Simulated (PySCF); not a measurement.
# TlSi from Hartree–Fock to correlated methods

State: ⁴Σ⁻ (quartet), unpaired electrons σ ↑, π ↑↑. Set-up: Tl def2-SVPD with ECP60, Si def2-SVPD; scalar-relativistic core potentials (PySCF 2.14). De refers to Tl + Si in their high-spin ground configurations, without counterpoise correction. The functionals are run spin-unrestricted. A positive dipole means Tl(−)Si(+).

| Level | Re (Å) | ωe (cm⁻¹) | De (eV) | μ (D) |
| --- | --- | --- | --- | --- |
| UHF | 2.780 | 213 | 1.36 | -3.57 |
| UHF-MP2 | 2.693 | 235 | 2.01 | n/a |
| UHF-SCS-MP2 | 2.707 | 230 | 1.80 | n/a |
| UHF-CCSD | 2.723 | 226 | 1.85 | n/a |
| UHF-CCSD(T) | 2.718 | 227 | 1.95 | n/a |
| LDA | 2.640 | 242 | 2.80 | -1.73 |
| PBE | 2.710 | 222 | 2.39 | -2.26 |
| r²SCAN | 2.686 | 230 | 2.34 | -2.43 |
| TPSSh | 2.701 | 225 | 2.27 | -2.62 |
| PBE0 | 2.687 | 232 | 2.25 | -2.52 |
| B2PLYP | 2.702 | 228 | 2.01 | -2.70 |

The bond length runs from 2.640 Å (LDA) to 2.780 Å (UHF). De spans 1.36 eV (UHF, mean field) to 2.80 eV (LDA, local density). Correlation at CCSD(T) changes the Hartree–Fock bond energy by +0.59 eV; the triples alone change it by +0.10 eV.

Correlated steps freeze 9 core orbitals. Correlated levels converge slowly with the basis: in double zeta they bind strong bonds too weakly, by up to about 1 eV, and carry superposition errors of some tenths. These are scalar-relativistic numbers at best; spin–orbit coupling would shift them, the dissociation energy most. B2PLYP dipoles, levels and charges come from its SCF part alone. The state is the lowest determinant that a PBE0 search found; another state may lie lower at other levels.
